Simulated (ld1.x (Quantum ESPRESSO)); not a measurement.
# zinc: excitation energies, all-electron against TM semilocal

zinc, norm-conserving Troullier–Martins (semilocal form), made with ld1.x (Quantum ESPRESSO) 7.5 (PBEsol, non-relativistic). Core [Ar] 3d10, reference 4s1.5 4p0.5. Waves: 4p (bound): rc 1.62 bohr; 4s (bound): rc 1.32 bohr. Local part: the s channel. Core correction: none.

Energies are relative to the spin-unpolarised reference configuration 4s1.5 4p0.5; without spin polarisation the order of configurations can differ from experiment.

```
valence configuration  charge  ΔE all-electron (eV)  error AE − PS (meV)
              4s2 4p0       0                -2.408                 +4.5
              4s1 4p0      +1                 7.269                 +6.0
            4s1.5 4p0    +0.5                 1.448                 +3.5
              4s0 4p2       0                 7.727                 +102
              4s0 4p1      +1                13.346                 +118
              4s1 4p1       0                 2.499                 +7.1
```

ld1.x printed “convergence not achieved” for 4 of the counted tests; their residual had stalled under 1e-8, short of the target of 1e-14.
